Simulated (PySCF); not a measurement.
Computed shifts of a molecule C3H5BF2, PySCF with PBE/pcSseg-1, GIAO, gas phase, equivalent atoms averaged, in ppm (number of nuclei): ¹⁹F: -52.2 (1), -239.5 (1). ¹³C: 97.7 (1), 24.0 (1), 18.9 (1). ¹H: 5.49 (1), 3.11 (1), 1.83 (1), 1.80 (1), 1.52 (1). References: ¹⁹F against CFCl3 (σ = 133.6 ppm); ¹¹B against BF3 (σ = 83.9 ppm); ¹³C against TMS (σ = 182.0 ppm); ¹H against TMS (σ = 31.49 ppm), references at their B3LYP-D3(BJ)/def2-TZVP geometries, non-relativistic. Geometry optimised at PBE-D3(BJ)/def2-SVP. The values are those of a single conformer.

Task: Pick the molecule that these values belong to.
(A) FB1CC(F)C1
(B) C=CCB(F)F
(C) FB(F)C1CC1
(D) FB1CC[C@@H]1F

Result: D, FB1CC[C@@H]1F
